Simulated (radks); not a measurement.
Valence configurations of the zinc ion Zn+ (all share [Ar]). Calculated with a radial shooting solver on a logarithmic mesh with Libxc functionals: Dirac Kohn-Sham, PBE, spin-unpolarised, spherical densities, point nucleus; open shells fill j = l - 1/2 first. Energies are relative to 3d10 4s1; eigenvalues in eV.

| valence | E (eV) | e(3d3/2) | e(3d5/2) | e(4p1/2) | e(4s1/2) |
|---|---|---|---|---|---|
| 3d10 4s1 | 0.000 | -19.975 | -19.616 | - | -13.997 |
| 3d9 4s2 | 7.858 | -26.531 | -26.144 | - | -15.890 |
| 3d9.5 4s1 4p0.5 | 6.607 | -23.991 | -23.618 | -8.898 | -15.463 |
| 3d9.5 4s1.5 | 3.349 | -23.124 | -22.751 | - | -14.933 |
| 3d9 4s1 4p1 | 14.759 | -28.202 | -27.814 | -9.889 | -16.881 |
| 3d8.5 4s1 4p1.5 | 24.568 | -32.591 | -32.188 | -10.844 | -18.254 |
| 3d8 4s1 4p2 | 36.135 | -37.145 | -36.726 | -11.768 | -19.584 |
| 3d10 4p1 | 6.234 | -21.705 | -21.345 | -8.742 | - |
| 3d8 4s2 4p1 | 28.393 | -35.635 | -35.217 | -11.076 | -18.742 |
| 3d9 4p2 | 21.834 | -29.774 | -29.384 | -10.631 | - |

NIST lists [Ar] 3d10 4s1 as the ground configuration; this level of theory agrees among the configurations tried. The energies are those of spherical spin-averaged densities, not of single terms.
